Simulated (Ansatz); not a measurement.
CH₄BFO₂S: the same geometry under several functionals.

```yaml
crystal:
  periodic: [false, false, false]
  atoms:
    - {symbol: O, position_ang: [0.906801, -0.597040, 1.049500]}
    - {symbol: C, position_ang: [0.452052, -0.301617, -0.141206]}
    - {symbol: O, position_ang: [0.444790, -1.230426, -1.061097]}
    - {symbol: S, position_ang: [-1.875787, 0.546476, 0.096954]}
    - {symbol: B, position_ang: [-0.094504, 1.155553, -0.472758]}
    - {symbol: F, position_ang: [0.443174, 2.149676, 0.305076]}
    - {symbol: H, position_ang: [1.065366, -1.541516, 1.189625]}
    - {symbol: H, position_ang: [0.510341, -2.131990, -0.714425]}
    - {symbol: H, position_ang: [-1.611083, 0.567362, 1.414403]}
    - {symbol: H, position_ang: [-0.158149, 1.332422, -1.663072]}
basis:
  gaussian: {orbitals: def2-TZVPP}
hamiltonian: {xc: {name: BLYP}, dispersion: d4}
output: {orbitals: {seedname: orbitals}}
```

```sh
$ ansatz run in.yaml --threads 4 --pin off --events-out ev --progress --plain --max-ram 10444MiB
```

Output, abridged:

```
Functional definition: BLYP
1327 factors; their error is unknown
mean field evaluation 1: about -19418.3575 eV, gradient 7.5e1 eV
mean field evaluation 2: about -19391.7751 eV, gradient 1.4e2 eV
mean field evaluation 4: about -19427.9922 eV, gradient 1.2e1 eV
mean field evaluation 8: about -19428.3894 eV, gradient 3.2e-1 eV
mean field evaluation 16: about -19428.3737 eV, gradient 2.7e-3 eV
mean field -19428.37370502 eV, -713.9795646349 hartree, gradient 3.1e-5 eV, S^2 0.000000; 0 other end points of the search recorded, 0 dependent functions left out
reference -19428.37404840 eV, -713.9795772537 hartree; 28, 28 occupied and 225, 225 virtual orbitals, 1327 factors
Total energy: -19428.88054417 eV, -713.9981906302 hartree
```

Run time 2.4 s (4 threads of an Arm Neoverse V1 on a shared host); peak host memory 0.34 GiB.

The same input with `hamiltonian: {xc: {name: wB97M-V}}` and forces (abridged; 12 s):

```
Functional definition: wB97M-V
mean field evaluation 16: about -19426.8450 eV, gradient 4.9e-4 eV
mean field -19426.84501329 eV, -713.9233862498 hartree, gradient 7.0e-5 eV, S^2 0.000000
Total energy: -19426.84506128 eV, -713.9233880136 hartree
Atom 0 force    -0.005277    -0.119849     0.122259 eV/Å
Atom 1 force     0.210732     0.117096    -0.060557 eV/Å
Atom 2 force    -0.043758    -0.190217    -0.032403 eV/Å
Atom 3 force    -0.111235     0.024195     0.121172 eV/Å
Atom 4 force    -0.180978    -0.049881    -0.306534 eV/Å
Atom 5 force     0.102340     0.136970     0.150468 eV/Å
Atom 6 force    -0.002989     0.057907    -0.010667 eV/Å
Atom 7 force     0.005572     0.055619    -0.022139 eV/Å
Atom 8 force    -0.010387    -0.002401    -0.086971 eV/Å
Atom 9 force     0.035980    -0.029439     0.125372 eV/Å
Dipole moment:     0.515579    -1.390070     0.266051 e Å
```

With the line `hamiltonian: {xc: {name: CAM-B3LYP}, dispersion: d4}` (abridged; 3.8 s):

```
Functional definition: CAM-B3LYP
mean field evaluation 16: about -19427.3502 eV, gradient 2.4e-4 eV
mean field -19427.35023448 eV, -713.9419527863 hartree, gradient 2.0e-5 eV, S^2 0.000000
Total energy: -19427.54163715 eV, -713.9489867047 hartree
```

The same input with `hamiltonian: {xc: {name: B2PLYP}}` (abridged; 6.5 s):

```
Functional definition: B2PLYP
mean field evaluation 16: about -19410.4660 eV, gradient 3.9e-4 eV
mean field -19410.46599673 eV, -713.3214684935 hartree, gradient 2.2e-6 eV, S^2 0.000000
10 core orbitals not correlated: weight in the atoms' cores, before any rotation towards them, 1.000 or more for the frozen orbitals, at most 0.000 for the correlated occupied ones
second order -38.44400707 eV of doubles, -0.00000000 eV of singles
Total energy: -19420.84604084 eV, -713.7029280788 hartree
```

Changing it to `hamiltonian: {xc: {name: r2SCANh}, dispersion: d4}` (abridged; 5.5 s):

```
Functional definition: r2SCANh
mean field evaluation 16: about -19424.6657 eV, gradient 1.7e-4 eV
mean field -19424.66571170 eV, -713.8432983938 hartree, gradient 3.2e-5 eV, S^2 0.000000
Total energy: -19424.72390821 eV, -713.8454370760 hartree
```

The same input with `hamiltonian: {xc: {name: wB97X-V}}` (abridged; 8.5 s):

```
Functional definition: wB97X-V
mean field evaluation 16: about -19425.5170 eV, gradient 3.2e-4 eV
mean field -19425.51698264 eV, -713.8745820237 hartree, gradient 1.4e-5 eV, S^2 0.000000
Total energy: -19425.51698068 eV, -713.8745819517 hartree
```
